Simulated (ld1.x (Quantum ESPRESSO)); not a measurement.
## Pseudopotential generation for chromium (Cr): TM, PBE, scalar-relativistic.

The input file (ld1.x (Quantum ESPRESSO) 7.5):

```
&input
   title='Cr', zed=24., rel=1, dft='PBE', iswitch=3,
   config='[Ar] 3d5 4s1 4p0',
   nld=3, rlderiv=2.35, eminld=-7.0, emaxld=5.0, deld=0.02
 /
 &inputp
   pseudotype=2, tm=.true., lloc=2,
   nlcc=.true., new_core_ps=.true., rcore=0.70,
   file_pseudopw='Cr.UPF', file_wfcaegen='ae.wfc', file_wfcncgen='nc.wfc', file_beta='beta', file_chi='chi'
 /
3
3S  1  0   2.00   0.00  1.50  1.50  0.0
3P  2  1   6.00   0.00  1.25  1.25  0.0
3D  3  2   5.00   0.00  2.15  2.15  0.0
 &test
   configts(1)='3s2 3p6 3d5 4s1 4p0'
 /
```

Command:

```bash
ld1.x < Cr.in > Cr.out
```

Output (shortened: banner, matrices, multipoles, cross overlaps and the repeated all-electron block are left out):

```
Program LD1 v.7.5
     --------------------------- All-electron run ----------------------------

     Cr
     scalar relativistic calculation

     atomic number is 24.00
     dft =PBE   lsd =0 sic =0 latt =0  beta=0.20 tr2=1.0E-14
     Exchange-correlation= PBE
                           (   1   4   3   4   0   0   0)
     mesh =1183 r(mesh) =  99.18097 a.u. xmin = -7.00 dx = 0.01250
     1 Ry =  13.60569312 eV, c = 137.03599908

     n l     nl                  e(Ry)          e(Ha)          e(eV)
     1 0     1S 1( 2.00)      -432.2430      -216.1215     -5880.9659
     2 0     2S 1( 2.00)       -49.0343       -24.5172      -667.1462
     2 1     2P 1( 6.00)       -41.2106       -20.6053      -560.6988
     3 0     3S 1( 2.00)        -5.4382        -2.7191       -73.9910
     3 1     3P 1( 6.00)        -3.3400        -1.6700       -45.4429
     3 2     3D 1( 5.00)        -0.2141        -0.1070        -2.9129
     4 0     4S 1( 1.00)        -0.2945        -0.1473        -4.0069
     4 1     4P 1( 0.00)        -0.0727        -0.0363        -0.9885

     final scf error:  2.9E-15 reached in  30 iterations

     Etot =   -2101.058399 Ry,   -1050.529200 Ha,  -28586.355814 eV

     Ekin =    2122.324354 Ry,    1061.162177 Ha,   28875.693865 eV
     Encl =   -5013.937674 Ry,   -2506.968837 Ha,  -68218.097330 eV
     Eh   =     887.776586 Ry,     443.888293 Ha,   12078.815786 eV
     Exc  =     -97.221665 Ry,     -48.610832 Ha,   -1322.768135 eV

     normalization and overlap integrals

     s(1S/1S) =  1.000000  <r> =   0.0636  <r2> =    0.0054  r(max) =   0.0417
     s(2S/2S) =  1.000000  <r> =   0.2931  <r2> =    0.1015  r(max) =   0.2428
     s(2P/2P) =  1.000000  <r> =   0.2598  <r2> =    0.0831  r(max) =   0.1988
     s(3S/3S) =  1.000000  <r> =   0.9019  <r2> =    0.9400  r(max) =   0.7764
     s(3P/3P) =  1.000000  <r> =   0.9660  <r2> =    1.1034  r(max) =   0.7961
     s(3D/3D) =  1.000000  <r> =   1.5165  <r2> =    3.3298  r(max) =   0.8369
     s(4S/4S) =  1.000000  <r> =   3.4357  <r2> =   13.7956  r(max) =   2.7441
     s(4P/4P) =  1.000000  <r> =   5.2574  <r2> =   33.3166  r(max) =   3.9430

     ------------------------ End of All-electron run ------------------------

     --------------------- Generating NC pseudopotential ---------------------

      Generating local pot.: lloc=2, matching radius rcloc =   2.1500

      Computing core charge for nlcc:

       r > 0.70 : true rho core
      Core charge pseudized with two Bessel functions
      Integrated core pseudo-charge :   2.72

      Wfc   3S  rcut= 1.487  Using Troullier-Martins method

      Wfc   3P  rcut= 1.249  Using Troullier-Martins method

     ------------------- End of pseudopotential generation -------------------

     Computing logarithmic derivative in   2.34718

       Warning: n=1, l=0 expected 0 nodes, found 1
       Setting wfc to zero for this iteration
       (This warning will only be printed once per wavefunction)

       Warning: n=2, l=1 expected 0 nodes, found 1
       Setting wfc to zero for this iteration
       (This warning will only be printed once per wavefunction)

     Computing logarithmic derivative in   2.34718
     Computing the partial wave expansion
     R is outside the sphere for l=    0 j= 0.00
     R is outside the sphere for l=    1 j= 0.00
       no projector for channel:   2

     ---------------------- Testing the pseudopotential ----------------------

     Cr
     scalar relativistic calculation

     atomic number is 24.00   valence charge is 14.00
     dft =PBE   lsd =0 sic =0 latt =0  beta=0.20 tr2=1.0E-14
     mesh =1183 r(mesh) =  99.18097 xmin = -7.00 dx = 0.01250

     n l     nl             e AE (Ry)        e PS (Ry)    De AE-PS (Ry)
     1 0     3S   1( 2.00)       -5.43824       -5.43824       -0.00000
     2 1     3P   1( 6.00)       -3.33999       -3.34001        0.00002
     3 2     3D   1( 5.00)       -0.21409       -0.21409        0.00000
     2 0     4S   1( 1.00)       -0.29450       -0.32789        0.03338  !
     3 1     4P   1( 0.00)       -0.07265       -0.06095       -0.01170  !

     eps = 6.8E-15  iter = 21

     Etot =   -2101.058399 Ry,   -1050.529200 Ha,  -28586.355814 eV
     Etotps =  -176.010132 Ry,     -88.005066 Ha,   -2394.739837 eV

     Ekin =      74.846699 Ry,      37.423350 Ha,    1018.341223 eV
     Encl =    -396.151715 Ry,    -198.075857 Ha,   -5389.918658 eV
     Ehrt =     144.905114 Ry,      72.452557 Ha,    1971.534519 eV
     Ecxc =     -25.056296 Ry,     -12.528148 Ha,    -340.908272 eV
     (Ecc =      -4.161011 Ry,      -2.080505 Ha,     -56.613439 eV)
     Epseu=      25.446065 Ry,      12.723033 Ha,     346.211352 eV

     ---------------------- End of pseudopotential test ----------------------
```

The potential misses its own reference levels by up to 0.5 eV. ld1.x takes every shell without a wave as core, so the model core holds the 4s electrons as well and exchange and correlation see them twice. This cancels in the reference configuration, but the file is broken for other ones, and its errors say nothing about a proper core correction.

Generation and configuration tests took about 2.8 s on one core of a shared server CPU.
